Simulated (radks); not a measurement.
Problem. The table gives one normalised radial function P(r) = r R(r) of Tc+ in [Kr] 4d5 5s1 (r in bohr). Method: non-relativistic Kohn-Sham, exchange-only B88, spin-polarised, spherical densities, point nucleus; open shells are filled with parallel spins first (spin-orbit coupling, left out, can overturn this in heavy ions); relativity is left out, which matters for an element this heavy; computed with a radial shooting solver on a logarithmic mesh with Libxc functionals.

r,P
0.003198,0.0033
0.004926,0.0076
0.007527,0.0168
0.01159,0.0364
0.01786,0.0755
0.02751,0.1449
0.04237,0.2465
0.06527,0.3417
0.1005,0.3140
0.1536,0.0299
0.2366,-0.4217
0.3645,-0.4921
0.5615,0.1928
0.8648,0.9571
1.332,0.8984
2.052,0.3589
3.135,0.0606
4.83,0.0029
7.439,0.0000

Which n and l does it have? It may be an empty orbital.

Solution. n = 4, l = 1: the number of nodes gives n - l - 1 = 2, the rise at small r (about r^(l+1)) gives l, and the extent must fit the shell. The curve is that of 4p up; the table hardly tells the two spins apart. 4p up: eigenvalue -52.336 eV, 2 radial nodes at r = 0.158, 0.512 bohr, <r> = 1.19 bohr, 90 % of the charge inside 1.76 bohr.
